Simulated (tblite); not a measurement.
C₆H₇FO₂.
Atom-mapped SMILES: `[CH3:1][O:2][C:3](=[O:4])[C:5]1=[CH:6][C@H:7]1[CH2:8][F:9]` (hydrogens: H10, H11, H12 on C1; H13 on C6; H14 on C7; H15, H16 on C8)

Computed with GFN2-xTB (tblite), gas phase: nudged elastic band of 9 images (0 to 8), spring 0.2 eV/Å², climbing image at the end, force threshold 0.05 eV/Å. No saddle search or frequency run followed, so the top image need not be a first-order saddle, and its height can exceed the method's true barrier by a kcal/mol or more.

Path: rotation about C7–C8 (allylic carbon, sp3 C–F carbon), followed by the dihedral C6–C7–C8–F9. Start geometry (image 0):
```
atom  x, y, z in Å
C1      2.867    0.779   -0.181
O2      1.469    0.545   -0.272
C3      1.080   -0.736   -0.227
O4      1.831   -1.673   -0.116
C5     -0.364   -0.843   -0.329
C6     -1.452   -1.568   -0.376
C7     -1.657   -0.082   -0.438
C8     -2.197    0.659    0.761
F9     -3.575    0.610    0.776
H10     3.206    0.641    0.848
H11     3.028    1.807   -0.497
H12     3.410    0.085   -0.827
H13    -1.935   -2.514   -0.374
H14    -1.933    0.369   -1.386
H15    -1.929    1.721    0.731
H16    -1.856    0.208    1.698
```

The converged band, energies from image 0, some withheld:

```tsv
image	dihedral (°)	C6–C7 (Å)	C7–C8 (Å)	C8–F9 (Å)	C6–C7–C8 (°)	C7–C8–F9 (°)	E (cm⁻¹)
0	-85	1.502	1.510	1.378	120.1	110.4	0
1	-70	1.503	1.510	1.380	119.9	110.7	?
2	-56	1.503	1.512	1.380	119.6	110.9	187
3	-41	1.502	1.515	1.379	119.5	111.0	317
4	-27	1.501	1.518	1.378	119.6	111.0	?
5	-13	1.500	1.519	1.375	119.8	110.9	377
6	2	1.498	1.518	1.374	120.1	110.9	?
7	16	1.497	1.517	1.372	120.4	110.8	218
8	28	1.497	1.517	1.372	120.4	110.8	159
```

Problem. Estimate the withheld energies, and name the highest image.

Solution. image 1: 63 cm⁻¹; image 4: 390 cm⁻¹; image 6: 301 cm⁻¹. The highest is image 4.

Problem. Between which neighbours does the energy rise most, and fall most?

Solution. It rises most from image 2 to 3 (+130 cm⁻¹) and falls most from image 6 to 7 (-83 cm⁻¹).

Problem. Give the height of the top above the start in other units, and in kT at 298.15 K.

Solution. 0.0483 eV = 1.11 kcal/mol = 4.7 kJ/mol = 390 cm⁻¹, or 1.9 kT.

Problem. What forces remain on the atoms at the highest image?

Solution. 
```
atom  x, y, z in Å  |  force x, y, z in eV/Å
C1      2.887    0.696   -0.100   -0.005   0.006   0.014
O2      1.486    0.513   -0.231   -0.009   0.007  -0.008
C3      1.054   -0.757   -0.229   -0.013  -0.002  -0.001
O4      1.771   -1.720   -0.127   -0.016  -0.002  -0.009
C5     -0.390   -0.808   -0.377   -0.008  -0.004  -0.011
C6     -1.503   -1.488   -0.479    0.019   0.008   0.000
C7     -1.651    0.006   -0.500    0.007  -0.002  -0.004
C8     -2.207    0.721    0.718    0.002   0.001  -0.009
F9     -3.038   -0.107    1.440    0.004  -0.009  -0.012
H10     3.192    0.522    0.934    0.021  -0.002   0.022
H11     3.090    1.725   -0.386    0.004   0.011  -0.002
H12     3.425    0.000   -0.746    0.002  -0.008  -0.014
H13    -2.026   -2.411   -0.515   -0.007   0.018   0.030
H14    -1.877    0.496   -1.441   -0.001  -0.012  -0.021
H15    -2.808    1.588    0.427   -0.007   0.000   0.003
H16    -1.413    1.032    1.404    0.009  -0.010   0.022
```

The largest is 0.036 eV/Å, against the threshold of 0.05 eV/Å on the band's forces.

What follows is the cost of the whole band run. The run took 2.4 s of wall time on an Intel Xeon Platinum 8488C with one thread, shared host with 96 logical CPUs at a one-minute load of 39, and the process peaked at 0.19 GiB of memory.
